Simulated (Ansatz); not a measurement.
Coupled-cluster diagnostics for FeI2, Ansatz.

Geometry of the quintet (PBE0-D4/def2-TZVP):

```tsv
atom	x (Å)	y (Å)	z (Å)
Fe1	-0.015	-0.002	0.009
I2	-1.240	0.538	-2.079
I3	1.255	-0.537	2.070
```

In the def2 sets I takes a core potential; there is no spin–orbit coupling. Correlated methods freeze 13 core orbitals; core or outer-core shells of Fe, I are correlated, in sets that lack core-valence functions.

Geometry of the charge 0 triplet (PBE0-D4/def2-TZVP):

Cartesian coordinates in Å:
```
Fe -0.001 -0.002 0.000
I -1.588 0.793 -1.702
I 1.588 -0.791 1.702
```

**Question.** Estimate the CCSD(T) correlation energy, the shares of MP2 and (T), T1 and the reference's ⟨S²⟩ for: charge 0, quintet, own geometry in def2-SVP; charge 0, triplet, own geometry in def2-SVP; and the rough time on 2 threads of Intel Xeon 6975P-C on a shared host.

**Answer.** 
```csv
state,basis,correlation (eV),MP2 share (%),(T) share (%),T1,⟨S²⟩ (pure),wall time,remarks
"charge 0, quintet, own geometry",def2-SVP,-14.071,93.0,2.3,0.015,6.02 (6.00),30 s,–
"charge 0, triplet, own geometry",def2-SVP,-15.444,85.2,6.1,0.018,3.01 (2.00),15 s,"flagged by the program, spin-contaminated"
```
Customary marks for T1 are 0.02 (closed shells), 0.045 (open shells) and about 0.05 (3d metals). T1 stays under 0.02 throughout.
